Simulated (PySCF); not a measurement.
# Computed structure and properties of [Hg(PH3)]2+

System: [Hg(PH3)]2+ (singlet); start: template (C3v). Method: PySCF 2.14.0, RKS PBE0, Hg def2-SVP with ECP60, P def2-SVP, H def2-SVP; non-relativistic Hamiltonian with scalar-relativistic core potentials where named; density fitting; no spin-orbit coupling.

Input of the relaxation:

```python
mol = gto.M(atom='''
Hg    -0.00000    -0.00000    -0.36971
P      0.00000     0.00000     2.13029
H      1.21001    -0.00000     2.87349
H     -0.60500     1.04790     2.87349
H     -0.60501    -1.04789     2.87349''',
    basis={'Hg': 'def2-SVP', 'P': 'def2-SVP', 'H': 'def2-SVP'},
    ecp={'Hg': 'def2-SVP'},
    charge=2, spin=0)
mf = dft.RKS(mol, xc='PBE0')
mf.grids.atom_grid = (50, 194)
mf = mf.density_fit()  # fitting sets: Hg def2-universal-JKFIT, P def2-universal-JKFIT, H def2-universal-JKFIT
mf.conv_tol = 1e-08; mf.max_cycle = 55
mf.kernel(dm0)  # dm0: converged density of the start geometry
# quasi-Newton relaxation in Cartesian coordinates to a largest gradient under 0.00045 Eh/bohr, steps kept in the point group
```

Run from Python with OMP_NUM_THREADS=2; the lines above give its settings. Where DIIS fails, smearing, a level shift and second-order steps follow.
It took 4.8 s on 2 threads of Arm Neoverse V1, on a shared host, from the converged density of the start.

Course of the relaxation:

| step | energy above end (eV) | largest force component within the symmetry (eV/Å) |
| --- | --- | --- |
| 0 | 0.6372 | 2.174 |
| 1 | 0.1478 | 1.344 |
| 2 | 0.0202 | 0.504 |
| 3 | 0.0015 | 0.127 |
| 4 | 0.0000 | 0.004 |

Relaxed geometry (C3v):

```xyz
5

Hg    0.0000    0.0000   -0.1356
P     0.0000    0.0000    2.3282
H     1.3617    0.0000    2.7295
H    -0.6808    1.1793    2.7295
H    -0.6809   -1.1793    2.7295
```

```json
{"contact": "Hg1–P2 (PH3)", "Å": "2.464"}
```

On the finer grid (75, 302):

```yaml
HOMO: -21.85 eV
LUMO: -15.76 eV
Dipole_about_the_centre_of_mass: 8.01 D
Set_of_Mulliken_populations_of_Hg1_outside_the_core_potential: s 2.93, p 6.06, d 9.95, f 0.00
D3_BJ_dispersion_energy_not_in_the_energies: -0.091 eV
```

```json
{"atom": "Hg1", "Mulliken (e)": "1.05", "Löwdin (e)": "0.94", "spin (e)": "0.00"}
{"atom": "P2", "Mulliken (e)": "0.23", "Löwdin (e)": "0.76", "spin (e)": "0.00"}
{"atom": "H3", "Mulliken (e)": "0.24", "Löwdin (e)": "0.10", "spin (e)": "0.00"}
{"atom": "H4", "Mulliken (e)": "0.24", "Löwdin (e)": "0.10", "spin (e)": "0.00"}
{"atom": "H5", "Mulliken (e)": "0.24", "Löwdin (e)": "0.10", "spin (e)": "0.00"}
```

A rough frequency check found all modes real, so this is a minimum.

Taking off one PH3 (charge 0, singlet; the rest: singlet) in vacuum, both parts rigid, costs 7.63 eV; the small basis without counterpoise inflates it. Parting with an electron moved from the ligand to the metal can be far cheaper, even downhill.

Rigid scan of PH3 along the line from its metal:

(distance to P2 (Å), energy (eV)): (2.16, 0.531), (2.26, 0.202), (2.36, 0.043), (2.46, 0.000), (2.56, 0.033), (2.66, 0.116), (2.86, 0.362)

One start shape was tried, so this needn't be the lowest isomer.
